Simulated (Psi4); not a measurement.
Intermolecular potential of CH2O ··· CH2O2 (SMILES C=O and O=CO). Monomers: optimised at B3LYP-D3(BJ) (def2-TZVP), held rigid. Orientation: a random orientation, not optimised. Only R, the distance of the centres of mass, is varied, so the lowest point isn't the relaxed dimer.

Geometry at R = 4.45 Å (first 4 atoms: monomer A):
```
9

C     -0.0058     0.0007     0.0002
O      1.1829    -0.1342    -0.0764
H     -0.6998    -0.8606    -0.0557
H     -0.4773     0.9941     0.1318
O     -3.4069    -0.0426     0.1947
C     -3.4797     1.2282    -0.2362
O     -4.3175     1.6592    -0.9742
H     -4.1482    -0.5317    -0.2001
H     -2.6535     1.8095     0.1921
```

Level of theory: Psi4 1.11 with SAPT0/jun-cc-pVDZ, frozen core.

Components in kcal/mol:

```tsv
R / Å	electrostatics	exchange	induction	dispersion	total
3.83	-3.02	14.14	-1.83	-3.27	6.02
4.09	-0.87	5.66	-0.82	-1.91	2.06
4.27	-0.22	2.98	-0.48	-1.35	0.92
4.45	0.09	1.55	-0.29	-0.97	0.39
4.68	0.26	0.67	-0.17	-0.65	0.12
4.85	0.30	0.36	-0.11	-0.49	0.06
5.12	0.31	0.13	-0.07	-0.32	0.05
5.48	0.28	0.03	-0.04	-0.19	0.08
5.96	0.23	0.01	-0.02	-0.10	0.12
6.61	0.18	0.00	-0.01	-0.05	0.12
7.65	0.13	0.00	0.00	-0.02	0.11
8.98	0.09	0.00	0.00	-0.01	0.08
```
